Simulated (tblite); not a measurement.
C7H8N (doublet state).
Cartesian coordinates in Å at the GFN2-xTB level; atoms count from 1:
```
atom  x, y, z in Å
N1    -3.3993    0.1385    0.7428
C2    -2.3261    0.2282    0.3574
C3    -0.9666    0.3223   -0.1094
C4    -0.4784   -1.0438   -0.6227
C5     0.9552   -0.9577   -1.0181
C6     1.7971   -0.0408   -0.4317
C7     1.3727    0.8239    0.5507
C8    -0.0424    0.8209    1.0152
H9    -0.9391    1.0420   -0.9374
H10   -0.6019   -1.7896    0.1743
H11   -1.0926   -1.3724   -1.4653
H12    1.3187   -1.6456   -1.7635
H13    2.8308   -0.0049   -0.7462
H14    2.0584    1.5098    1.0202
H15   -0.1491    0.1577    1.8841
H16   -0.3450    1.8205    1.3381
```

Computed values, GFN2-xTB/tblite, gas phase, harmonic and unscaled. This tight-binding method is rough: wavenumbers can miss measured ones by several per cent, in bad cases by 10 to 20. One conformer, not necessarily the lowest. Open shells enter through the occupations alone, without spin polarisation, and single modes of such species can be off by tens of per cent.

Harmonic wavenumbers (cm⁻¹): 110.4, 141.4, 163.3, 278.9, 377.3, 438.5, 484.2, 530.8, 535.5, 607.5, 691.3, 730.3, 864.1, 902.2, 919.2, 995.5, 997.7, 1007.9, 1067.0, 1098.8, 1102.3, 1157.3, 1193.1, 1194.0, 1245.6, 1264.6, 1290.1, 1323.3, 1333.9, 1440.5, 1458.0, 1474.0, 1476.9, 2405.2, 2889.6, 2891.4, 2916.5, 2968.1, 2969.3, 3070.9, 3102.5, 3108.0.

A = 4864, B = 1515, C = 1204 MHz; mass 106.066 u (most abundant isotopes); point group Cs, symmetry number 1; spin multiplicity 2.

Task: What is the zero-point energy?

Result: ½Σν̃ = 28108 cm⁻¹ = 336.25 kJ/mol.

Task: Give the ideal-gas entropy at 273.15 K and 1 bar in the rigid-rotor, harmonic-oscillator model (classical rotation).

Result: Translation 165.20, rotation 115.99, vibration 59.77, spin (R ln 2) 5.76: S = 346.7 J/(mol K).

Task: And Cp and H(273.15 K) − H(0)?

Result: Cp = 115.35 J/(mol K), of which vibrations give 82.09 (their classical limit is 42 R = 349.2); H(273.15 K) − H(0) = 18.85 kJ/mol without the zero-point energy, 9.77 from vibrations.

Task: Blend soft modes into free rotors: weight 1/[1 + (100 cm⁻¹/ν̃)⁴] for the oscillator and the rest for a rotor with moment μB/(μ + B), μ = h/(8π²ν), B = 10⁻⁴⁴ kg m². What vibrational entropy results?

Result: 58.92 J/(mol K) in place of 59.77, which changes −T·S at 273.15 K by +0.23 kJ/mol.

Task: Which modes carry the vibrational entropy at 273.15 K?

Result: 110.4 cm⁻¹: 12.94; 141.4 cm⁻¹: 10.95; 163.3 cm⁻¹: 9.82; 278.9 cm⁻¹: 5.83; 377.3 cm⁻¹: 3.85; 438.5 cm⁻¹: 2.99 J/(mol K); the other 36 give 13.40 together.

Hindered rotation and anharmonicity are outside this model. Other conformers, if any are populated, would add a mixing term that is left out.

The run took 0.36 s of wall time on Arm Neoverse V2, one thread, no GPU, shared host with 96 logical CPUs at a one-minute load of 51. This covers the Hessian and the dipole derivatives.
